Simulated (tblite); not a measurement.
Record of a relaxation.

Species: C₂HBrN₂S.
Atom-mapped SMILES: `[Br:1][c:2]1[cH:3][s:4][n:5][n:6]1` (hydrogens: H7 on C3)

Computed with GFN2-xTB (tblite), gas phase: L-BFGS steps from a force-field or distance-geometry start until the largest atomic force falls under 0.01 eV/Å. 14 of its 16 geometries are shown.

Step 0: E = -487.5193 eV, largest atomic force 3.364 eV/Å
```
atom  x, y, z in Å  |  force x, y, z in eV/Å
Br1     2.209   -1.197   -0.314   -0.564   0.115   0.062
C2      0.469   -0.476   -0.016   -0.718  -1.227  -0.025
C3      0.249    0.851    0.252   -0.790  -0.058  -0.057
S4     -1.455    1.036    0.450    0.207  -1.054  -0.096
N5     -1.750   -0.602    0.217    3.031  -0.562  -0.545
N6     -0.650   -1.292   -0.030   -1.028   3.127   0.692
H7      0.931    1.685    0.314   -0.137  -0.340  -0.030
```

Step 1: E = -487.7051 eV, largest atomic force 0.947 eV/Å
```
atom  x, y, z in Å  |  force x, y, z in eV/Å
Br1     2.201   -1.195   -0.313   -0.523   0.024   0.045
C2      0.459   -0.493   -0.017    0.202   0.246   0.109
C3      0.238    0.850    0.251   -0.282  -0.385  -0.146
S4     -1.452    1.021    0.449    0.031   0.019   0.082
N5     -1.707   -0.610    0.209   -0.141   0.469   0.015
N6     -0.665   -1.248   -0.020    0.944   0.036  -0.070
H7      0.929    1.680    0.313   -0.229  -0.410  -0.036
```

Step 2: E = -487.7240 eV, largest atomic force 0.455 eV/Å
```
atom  x, y, z in Å  |  force x, y, z in eV/Å
Br1     2.194   -1.195   -0.312   -0.388  -0.007   0.028
C2      0.461   -0.491   -0.015    0.268   0.128   0.063
C3      0.233    0.845    0.249   -0.119   0.057  -0.062
S4     -1.451    1.021    0.450   -0.015   0.008   0.068
N5     -1.706   -0.604    0.209    0.211   0.174  -0.059
N6     -0.653   -1.244   -0.020    0.273   0.032  -0.003
H7      0.925    1.674    0.313   -0.230  -0.391  -0.036
```

Step 3: E = -487.7378 eV, largest atomic force 0.223 eV/Å
```
atom  x, y, z in Å  |  force x, y, z in eV/Å
Br1     2.179   -1.194   -0.311   -0.086  -0.087  -0.012
C2      0.469   -0.488   -0.013    0.095   0.141   0.049
C3      0.227    0.844    0.246   -0.052   0.121  -0.008
S4     -1.451    1.020    0.452   -0.046   0.070   0.046
N5     -1.697   -0.597    0.206    0.191  -0.093  -0.068
N6     -0.640   -1.239   -0.020   -0.090  -0.078   0.004
H7      0.917    1.660    0.311   -0.013  -0.074  -0.012
```

Step 5: E = -487.7404 eV, largest atomic force 0.089 eV/Å
```
atom  x, y, z in Å  |  force x, y, z in eV/Å
Br1     2.173   -1.198   -0.311    0.000  -0.083  -0.018
C2      0.472   -0.483   -0.010   -0.025   0.027   0.020
C3      0.223    0.847    0.245   -0.027   0.040   0.006
S4     -1.453    1.022    0.454   -0.043  -0.011   0.009
N5     -1.690   -0.599    0.204   -0.024  -0.058  -0.016
N6     -0.637   -1.239   -0.020    0.055   0.023  -0.001
H7      0.916    1.655    0.311    0.064   0.062   0.000
```

Step 6: E = -487.7411 eV, largest atomic force 0.081 eV/Å
```
atom  x, y, z in Å  |  force x, y, z in eV/Å
Br1     2.171   -1.202   -0.312   -0.002  -0.060  -0.012
C2      0.472   -0.480   -0.009   -0.011   0.010   0.005
C3      0.221    0.849    0.245    0.005   0.014   0.010
S4     -1.455    1.022    0.455   -0.030  -0.060  -0.010
N5     -1.689   -0.601    0.202   -0.073  -0.010   0.007
N6     -0.635   -1.239   -0.020    0.069   0.043  -0.002
H7      0.918    1.656    0.311    0.042   0.063   0.002
```

Step 7: E = -487.7416 eV, largest atomic force 0.082 eV/Å
```
atom  x, y, z in Å  |  force x, y, z in eV/Å
Br1     2.169   -1.206   -0.313   -0.012  -0.036  -0.005
C2      0.473   -0.478   -0.008    0.007   0.015  -0.005
C3      0.220    0.852    0.245    0.021  -0.016   0.012
S4     -1.458    1.022    0.456   -0.008  -0.078  -0.023
N5     -1.688   -0.603    0.201   -0.052   0.021   0.016
N6     -0.632   -1.239   -0.020    0.035   0.041   0.000
H7      0.920    1.657    0.310    0.010   0.053   0.004
```

Step 8: E = -487.7420 eV, largest atomic force 0.058 eV/Å
```
atom  x, y, z in Å  |  force x, y, z in eV/Å
Br1     2.168   -1.210   -0.313   -0.020  -0.019  -0.001
C2      0.473   -0.476   -0.007    0.018   0.006  -0.011
C3      0.220    0.854    0.246    0.030  -0.008   0.014
S4     -1.459    1.020    0.456    0.005  -0.053  -0.022
N5     -1.689   -0.605    0.201   -0.014   0.028   0.016
N6     -0.631   -1.238   -0.020    0.005   0.014  -0.001
H7      0.921    1.659    0.310   -0.025   0.031   0.004
```

Step 9: E = -487.7421 eV, largest atomic force 0.043 eV/Å
```
atom  x, y, z in Å  |  force x, y, z in eV/Å
Br1     2.167   -1.212   -0.314   -0.019  -0.014   0.000
C2      0.474   -0.475   -0.007    0.013   0.003  -0.010
C3      0.220    0.855    0.246    0.018  -0.008   0.012
S4     -1.460    1.018    0.455    0.014  -0.014  -0.014
N5     -1.689   -0.605    0.201    0.019   0.015   0.008
N6     -0.630   -1.237   -0.020   -0.010  -0.005  -0.002
H7      0.921    1.660    0.310   -0.036   0.023   0.005
```

Step 10: E = -487.7422 eV, largest atomic force 0.041 eV/Å
```
atom  x, y, z in Å  |  force x, y, z in eV/Å
Br1     2.167   -1.213   -0.314   -0.012  -0.014  -0.001
C2      0.474   -0.474   -0.007    0.005  -0.006  -0.007
C3      0.221    0.855    0.246    0.008  -0.001   0.008
S4     -1.460    1.017    0.455    0.015   0.017  -0.005
N5     -1.689   -0.605    0.201    0.025   0.000   0.002
N6     -0.630   -1.236   -0.020   -0.007  -0.015  -0.003
H7      0.920    1.661    0.311   -0.036   0.018   0.006
```

Step 12: E = -487.7424 eV, largest atomic force 0.042 eV/Å
```
atom  x, y, z in Å  |  force x, y, z in eV/Å
Br1     2.164   -1.216   -0.314    0.012  -0.015  -0.005
C2      0.475   -0.474   -0.008   -0.004  -0.012   0.003
C3      0.222    0.855    0.248   -0.011   0.000  -0.007
S4     -1.459    1.016    0.454    0.009   0.039   0.011
N5     -1.688   -0.604    0.202    0.005  -0.017  -0.008
N6     -0.629   -1.236   -0.020    0.007  -0.005   0.000
H7      0.917    1.665    0.311   -0.018   0.010   0.005
```

Step 13: E = -487.7425 eV, largest atomic force 0.025 eV/Å
```
atom  x, y, z in Å  |  force x, y, z in eV/Å
Br1     2.164   -1.219   -0.315    0.018  -0.012  -0.005
C2      0.476   -0.474   -0.008   -0.001  -0.007   0.006
C3      0.223    0.855    0.248   -0.010  -0.002  -0.012
S4     -1.458    1.017    0.454    0.002   0.022   0.011
N5     -1.687   -0.605    0.202   -0.007  -0.010  -0.008
N6     -0.628   -1.237   -0.020    0.007   0.005   0.003
H7      0.915    1.667    0.312   -0.009   0.004   0.004
```

Step 14: E = -487.7425 eV, largest atomic force 0.017 eV/Å
```
atom  x, y, z in Å  |  force x, y, z in eV/Å
Br1     2.164   -1.220   -0.315    0.015  -0.008  -0.004
C2      0.476   -0.474   -0.008    0.004  -0.003   0.006
C3      0.223    0.855    0.248   -0.005  -0.002  -0.012
S4     -1.458    1.017    0.454   -0.002   0.003   0.008
N5     -1.687   -0.605    0.201   -0.010   0.002  -0.005
N6     -0.628   -1.237   -0.020    0.002   0.008   0.003
H7      0.914    1.668    0.312   -0.005   0.000   0.003
```

Step 15: E = -487.7425 eV, largest atomic force 0.009 eV/Å
```
atom  x, y, z in Å  |  force x, y, z in eV/Å
Br1     2.164   -1.220   -0.315    0.008  -0.004  -0.002
C2      0.476   -0.474   -0.008    0.005   0.001   0.004
C3      0.222    0.855    0.248   -0.001  -0.001  -0.009
S4     -1.458    1.018    0.454   -0.003  -0.007   0.004
N5     -1.687   -0.605    0.201   -0.005   0.007  -0.002
N6     -0.628   -1.236   -0.020   -0.002   0.006   0.002
H7      0.914    1.668    0.312   -0.003  -0.001   0.002
```

Question: Summarise the path.

Answer: The energy falls by 21.54 kJ/mol from step 0 to step 15; nine tenths of that is first reached at step 2. It falls at every step. The largest force goes from 3.364 to 0.009 eV/Å. Among the bonds N5–N6 changes most, from 1.322 to 1.253 Å; the atoms move by 0.042 Å rms after alignment.

What follows is the cost of the whole relaxation. On Intel Xeon at 2.50 GHz, one thread, no GPU, shared host, this took 0.42 s wall.
